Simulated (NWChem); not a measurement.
InH3S2; SMILES [SH][InH][SH]

```xyz
6

In     0.0000     0.0000    -0.5061
H      0.0000     0.0000    -2.2364
S     -2.0028     0.0000     0.8592
H     -2.8216     0.0000    -0.2310
S      2.0028     0.0000     0.8592
H      2.8216     0.0000    -0.2310
```
Atoms are numbered in this order, from 1.

All runs: NWChem. Coordinates come from a PBE-D3(BJ)/def2-SVP optimisation. def2 effective core potentials on In; no spin-orbit coupling.

Question: Predict the results for B3LYP/def2-SVP. Quantities: highest occupied level (eV); orbital gap (eV); dipole (D).

Answer: 
* **highest occupied level (eV)**: -6.87
* **orbital gap (eV)**: 5.29
* **dipole (D)**: 2.59
